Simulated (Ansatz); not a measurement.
The pair A = H2S (SMILES S) (first 3 atoms), B = CHN (SMILES C#N); geometry from B3LYP-D3(BJ)/def2-TZVP.
(charge 0, multiplicity 1):
```xyz
6

S      0.2190     0.0231    -0.8022
H      0.3110    -0.0499     0.5374
H     -0.0105    -1.2940    -0.9229
C      0.5791    -0.1106     4.0462
N      0.4779    -0.1653     2.9068
H      0.6731    -0.0600     5.1079
```

Frozen-core correlation. MP2 and its Hartree–Fock in aug-cc-pV(Q+d)Z are density fitted.

Run with Ansatz (an electronic-structure program) with Gaussian orbitals. 

The counterpoise-corrected interaction energy is E(AB) − E(A in the pair's basis) − E(B in the pair's basis). Total energies (hartree):

```
level                              AB  A in the pair's basis  B in the pair's basis
-----------------------  ------------  ---------------------  ---------------------
HF/aug-cc-pV(T+d)Z       -491.6274540           -398.7158359            -92.9102124
MP2/aug-cc-pV(T+d)Z      -492.1741174           -398.9111455            -93.2591349
HF/aug-cc-pV(Q+d)Z       -491.6361249           -398.7191786            -92.9155471
MP2/aug-cc-pV(Q+d)Z      -492.2158289           -398.9278137            -93.2840645
CCSD(T)/aug-cc-pV(T+d)Z  -492.2282529           -398.9438265            -93.2810341
```

Task: Work out the counterpoise-corrected interaction energy at the basis-set limit: extrapolate the MP2 correlation part as X⁻³, take Hartree–Fock from the larger set, and add the CCSD(T) − MP2 difference of aug-cc-pV(T+d)Z.

Result: 
1. Differences (1 hartree = 627.509 kcal/mol): HF/aug-cc-pV(T+d)Z -0.882; MP2/aug-cc-pV(T+d)Z -2.408; HF/aug-cc-pV(Q+d)Z -0.878; MP2/aug-cc-pV(Q+d)Z -2.479; CCSD(T)/aug-cc-pV(T+d)Z -2.129.
2. Correlation parts, MP2 less HF: -1.526 in aug-cc-pV(T+d)Z (X = 3), -1.601 in aug-cc-pV(Q+d)Z (X = 4).
3. Limit (4³·(-1.601) − 3³·(-1.526))/(4³ − 3³) = -1.656; with HF/aug-cc-pV(Q+d)Z it gives -2.534.
4. CCSD(T) less MP2 in aug-cc-pV(T+d)Z: 0.279.
Result: -2.26 kcal/mol, against -2.41 at MP2/aug-cc-pV(T+d)Z. It is an estimate of this method's limit, not of the exact value.
